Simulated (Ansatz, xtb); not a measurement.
**Isomers of C3H5BF2O in order of energy**

8 gas-phase structures of C3H5BF2O, from a drawn sample of its isomers (lower ones may exist). Each was relaxed with GFN2-xTB; where two conformers were screened, the lower at r2SCAN-D4/def2-SVP is listed:

A. `O[C@@H]1C[C@@H]1B(F)F`, a singlet
B. `CO/C=C\B(F)F`, a singlet
C. `FB(F)C[C@@H]1CO1`, a singlet
D. `C[C@@H]1O[C@H]1B(F)F`, a singlet
E. `CC(=O)CB(F)F`, a singlet
F. a singlet given by its coordinates
G. `C=CCOB(F)F`, a singlet
H. `O=CCCB(F)F`, a singlet

F (Å):

```yaml
atoms:
  - { symbol: C, position_ang: [-0.0503, -0.7535, 1.1458] }
  - { symbol: C, position_ang: [-1.0239, 0.1139, 1.8430] }
  - { symbol: C, position_ang: [-2.3856, -0.1790, 1.2003] }
  - { symbol: B, position_ang: [-2.0857, -1.0101, -0.1705] }
  - { symbol: F, position_ang: [-2.6565, -2.2177, -0.3308] }
  - { symbol: F, position_ang: [-1.9807, -0.3158, -1.3238] }
  - { symbol: O, position_ang: [-0.3850, -1.3930, 0.1690] }
  - { symbol: H, position_ang: [0.9846, -0.8121, 1.5008] }
  - { symbol: H, position_ang: [-0.9865, -0.0570, 2.9206] }
  - { symbol: H, position_ang: [-0.7083, 1.1490, 1.6781] }
  - { symbol: H, position_ang: [-2.9971, -0.7753, 1.8750] }
  - { symbol: H, position_ang: [-2.9266, 0.7418, 0.9981] }
```

Close contacts (Å): C1–C2 1.48, C1–O7 1.21, C2–C3 1.53, C3–B4 1.63, B4–F5 1.35, B4–F6 1.35, B4–O7 1.78, C1–H8 1.10, C2–H9 1.09, C2–H10 1.09, C3–H11 1.09, C3–H12 1.09.

Make a reasoned guess at their ranking by r2SCAN-D4/def2-SVP single-point energy.

Calculated order at r2SCAN-D4/def2-SVP: G (0.0), E (4.4), F (6.4), H (11.9), B (25.4), A (26.4), D (33.3), C (34.5) kcal/mol.

Energies above the lowest of each column, in kcal/mol; the last columns are at B3LYP/def2-SVP geometries and were run for some of them only (a dash: not run or not comparable):

```tsv
structure	GFN2-xTB	HF/STO-3G	r2SCAN-D4/def2-SVP	B3LYP/def2-SVP	CCSD(T)/def2-SVP + ΔMP2/def2-TZVPP
G	0.0	0.0	0.0	0.0	0.0
E	13.3	7.2	4.4	7.7	8.8
F	15.3	4.3	6.4	relaxes to H	–
H	23.1	14.2	11.9	14.1	–
B	26.6	26.3	25.4	–	–
A	22.7	28.6	26.4	–	–
D	24.8	18.7	33.3	–	–
C	26.0	21.3	34.5	–	–
```

Every level run on G puts it lowest or level with the lowest. Flexible structures stand in one conformer each, not always the lowest. Frequencies (GFN2-xTB) were run for E, G alone. ΔMP2 is the change of the MP2 energy from the smaller to the larger basis.

Over these structures GFN2-xTB departs from r2SCAN-D4/def2-SVP by 6.4 kcal/mol on average once a common shift is removed. A GFN2-xTB relaxation took about 0.27 s and the r2SCAN-D4/def2-SVP energy about 2.2 s on a shared host (Ansatz 0.2.0, xtb 6.7.1).
